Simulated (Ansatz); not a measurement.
Program: Ansatz 0.2.0.

Basis-set series for CH4BInOSi. The species carries charge 0 and has multiplicity 1. In: def2 effective core potential. The bonds changed during the relaxation, so this is another structure than the one it started from. The geometry is a stationary point of PBE0-D4/def2-TZVP.

```xyz
9

O     2.137    2.077   -0.769
C     1.286    1.368   -0.439
In   -1.273    1.447    0.998
B     0.238    0.481   -0.035
Si    0.097   -1.463   -0.348
H    -2.566    2.135    1.854
H    -1.177   -1.965    0.253
H     0.058   -1.832   -1.792
H     1.199   -2.249    0.277
```

| functional | basis | functions | energy (Eh) | HOMO (eV) | LUMO (eV) |
| --- | --- | --- | --- | --- | --- |
| PBE0-D4 | def2-SVP | 106 | -619.69228 | -5.58 | -2.24 |
| PBE0-D4 | def2-QZVPP | 443 | -619.97978 | -5.65 | -2.27 |
| ωB97M-V | def2-SVP | 106 | -619.83279 | -7.41 | -0.64 |
| ωB97M-V | def2-QZVPP | 443 | -620.12587 | -7.52 | -0.76 |

(1) Give the rows for def2-TZVPP. (Estimate.)

Results:

(1) The calculation gave: 
| functional | basis | functions | energy (Eh) | HOMO (eV) | LUMO (eV) |
| --- | --- | --- | --- | --- | --- |
| PBE0-D4 | def2-TZVPP | 241 | -619.96105 | -5.63 | -2.27 |
| ωB97M-V | def2-TZVPP | 241 | -620.10850 | -7.51 | -0.74 |
